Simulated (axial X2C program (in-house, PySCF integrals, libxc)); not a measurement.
## Curves of TiH by EOM-EA-CCSD

Computed with an in-house all-electron X2C program for linear molecules (integrals from PySCF): two-component X2C with atomic mean-field Coulomb and Gaunt terms, Gaussian nuclei, basis Ti dyall-acv3z, H dyall-av3z with contracted cores.

Energies in eV from the lowest point of the lowest state; states are followed by energy order within each Ω. Reference: TiH⁺, 12 electrons correlated in 92 virtual spinors with an MP2 remainder; levels at this size can be off by some tenths of an eV. Masses 47.948 and 1.008 u.

| R (Å) | (1)Ω=1/2 | (1)Ω=3/2 | (1)Ω=5/2 | (2)Ω=3/2 | (2)Ω=1/2 |
| --- | --- | --- | --- | --- | --- |
| 1.613 | 0.1302 | 0.9277 | 1.2511 | 1.6631 | 1.8932 |
| 1.683 | 0.0369 | 0.8199 | 1.1406 | 1.5772 | 1.7937 |
| 1.753 | 0.0000 | 0.7642 | 1.0814 | 1.5411 | 1.7482 |
| 1.832 | 0.0109 | 0.7521 | 1.0648 | 1.5487 | 1.7483 |
| 1.911 | 0.0640 | 0.7823 | 1.0900 | 1.5963 | 1.7908 |

T1 of the reference reaches 0.027 (Lee–Taylor). Curves followed by order can swap character. Number of frozen shells: Ti 2 s, 1 p; H none. Roots with under 60 % one-particle weight at any point are counted in the labels but not shown, and the list ends where the roots sought for some Ω run out; states that need a further excitation are missing and may lie low or lowest. Curves with a minimum but no constants failed the fit check.
